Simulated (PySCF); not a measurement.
Job for PySCF: R-HF/3-21G on BFH2OSe (SMILES OB(F)[SeH]), a point of a torsion scan.

```python
from pyscf import gto, scf, dft, mp
from pyscf.data.elements import chemcore

mol = gto.M(
    atom='''
    O    -0.90271497   -0.78237356    0.31198626
    B    -0.21003261    0.31256191    0.06262760
    F    -0.76865439    1.35599521   -0.53576119
    Se    1.62175566    0.44348667    0.75883124
    H    -1.81723957   -0.84165025    0.02863742
    H     1.26197646    0.14854163    2.11625201
    ''',
    basis='3-21g',
    charge=0, spin=0, verbose=3, max_memory=1800)
mf = scf.RHF(mol)
mf.conv_tol = 1e-8
mf.max_cycle = 100
mf.kernel()
if not mf.converged:
    mf = mf.newton().run(mf.mo_coeff, mf.mo_occ)
```

Output:

```
converged SCF energy = -2587.6578539048
```

The calculation finished and met its thresholds.

Cost: roughly 0.3 core-seconds.
